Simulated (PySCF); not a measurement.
```xyz
5
charge 0 multiplicity 1, angstrom
Pd    0.0021   -0.0021    0.0000
H     1.6363    0.5417    0.0000
H     1.2022    1.2512    0.0000
H    -1.2509   -1.2025    0.0000
H    -0.5413   -1.6365    0.0000
```

Method: PBE0/[Pd def2-TZVP with ECP28, H def2-TZVP], scalar-relativistic core potentials, density fitting, no spin–orbit coupling, PySCF.

This geometry of PdH4 is a stationary point at this level.

(1) What is the point group?

(2) Is it a minimum?

(3) Which band is strongest in the infrared?

(4) What are the dipole moment and the gap between the highest occupied and lowest empty levels?

(5) Give the atomic charges and bond orders.

Answers

(1) C2v.

(2) No: it has 1 imaginary mode, at 375i cm⁻¹ (a2).

(3) 877 cm⁻¹ (b2), 489 km/mol.

(4) 0.37 D and 5.06 eV.

(5) 
| atom | Mulliken | Löwdin | polar tensor | Mayer order to Pd1 |
| --- | --- | --- | --- | --- |
| Pd1 | -0.14 | -0.37 | -0.34 | – |
| H2,5 | 0.04 | 0.10 | 0.08 | 0.38 |
| H3,4 | 0.03 | 0.09 | 0.09 | 0.34 |
Other Mayer orders above 0.3: H–H 0.67 (×2).

This need not be the most stable arrangement of these atoms. At this level a singlet minimum of D2 symmetry lies 9 kJ/mol below this structure.
